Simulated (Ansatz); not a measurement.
Relaxation of F$_{2}$Ge$_{2}$H$_{6}$O (11 atoms, charge 0, multiplicity 1), to a largest force component of 0.03 eV/Å in at most 50 steps.

All numbers below come from RKS PBE0-D4/def2-SVP (Ansatz 0.2.0).

```xyz
11
Properties=species:S:1:pos:R:3
Ge 0.565 0.522 -0.393
F -1.174 0.802 1.895
H 1.597 0.324 -1.528
Ge -1.282 2.024 -0.801
H -2.609 1.272 -0.654
H -1.197 3.200 0.180
H -1.151 2.570 -2.239
F 0.065 -1.110 -0.037
O 1.460 1.094 1.033
H 2.299 0.637 1.157
H -0.343 0.925 2.281
```

Q: Where does it end, and by what steps?

A: The run converged. After 10 steps the energy has fallen by 0.230 eV; H10 moved furthest, 0.59 Å.

```csv
step,energy less start (eV),largest force component (eV/Å),accepted
0,0.0000,0.460,yes
1,-0.0698,1.957,yes
2,-0.1650,0.920,yes
3,-0.1399,1.020,no
4,-0.2013,0.165,yes
5,-0.2107,0.253,yes
6,-0.2194,0.203,yes
7,-0.2250,0.121,yes
8,-0.2270,0.111,yes
9,-0.2290,0.060,yes
10,-0.2297,0.030,yes
```

```xyz
11
Properties=species:S:1:pos:R:3
Ge 0.620 0.565 -0.493
F -1.081 1.144 2.099
H 1.831 0.646 -1.444
Ge -1.315 1.988 -0.784
H -2.563 1.245 -0.312
H -1.066 3.292 -0.018
H -1.416 2.298 -2.293
F 0.185 -1.125 -0.490
O 1.234 0.871 1.177
H 1.943 0.282 1.465
H -0.142 1.056 1.988
```

The run took 28 s on 4 threads of Arm Neoverse V2, with other jobs on the host, peak memory 0.41 GiB.
